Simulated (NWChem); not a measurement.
A series in which one site is exchanged, each optimised at PBE0/def2-SVP with NWChem, gas phase unless a solvent is named. This build's default masses of Se (78.918 u) and Br (79.917 u) are each other's, which moves their modes by up to 0.6 %.

A: F[SiH](Br)C (CH$_{4}$BrFSi; site = Br)
B: [SiH2](C)F (CH₅FSi; site = H)
C: F[SiH](F)C (CH$_{4}$F$_{2}$Si; site = F)
D: C[SiH](Cl)F (CH4ClFSi; site = Cl)

Question: Rank them by lowest singlet excitation, PBE/def2-SVPD, TDA (eV), lowest first.

Answer: A (6.76), D (7.38), B (7.54), C (8.07)
